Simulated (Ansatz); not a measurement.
CH4BrNOSi (`C=N[SiH](O)Br`) at its PBE0-D4/def2-TZVP geometry, where that method's forces vanish. Total charge 0; spin multiplicity 1.

```tsv
atom	x (Å)	y (Å)	z (Å)
C1	-1.321	-1.077	-0.538
N2	-0.505	-0.655	0.321
Si3	0.558	0.689	0.093
O4	2.074	0.266	0.501
Br5	-0.223	2.294	1.408
H6	-1.952	-1.946	-0.318
H7	-1.463	-0.629	-1.533
H8	0.624	1.206	-1.290
H9	2.207	-0.147	1.357
```

Q: For each bond, give half the difference of the two atoms' forces along it (eV/Å; positive pushes the atoms apart) under PBE-D4, r2SCAN-D4, B3LYP-D4, ωB97M-V in def2-TZVPP. (Best estimate.)

A: Computed: 
| bond | length (Å) | PBE-D4 | r2SCAN-D4 | B3LYP-D4 | ωB97M-V |
| --- | --- | --- | --- | --- | --- |
| C1–N2 | 1.258 | 0.61 | 0.28 | 0.14 | 0.09 |
| C1–H6 | 1.096 | -0.02 | -0.07 | -0.12 | -0.11 |
| C1–H7 | 1.101 | -0.02 | -0.05 | -0.06 | -0.09 |
| N2–Si3 | 1.729 | -0.06 | -0.07 | 0.01 | 0.05 |
| Si3–O4 | 1.626 | 0.32 | 0.04 | 0.10 | 0.12 |
| Si3–Br5 | 2.217 | 0.07 | 0.05 | 0.18 | -0.01 |
| Si3–H8 | 1.478 | 0.01 | -0.04 | -0.17 | -0.21 |
| O4–H9 | 0.959 | 0.33 | 0.02 | -0.02 | -0.06 |

B3LYP here is the variant with VWN-RPA as its local correlation; programs differ in this.
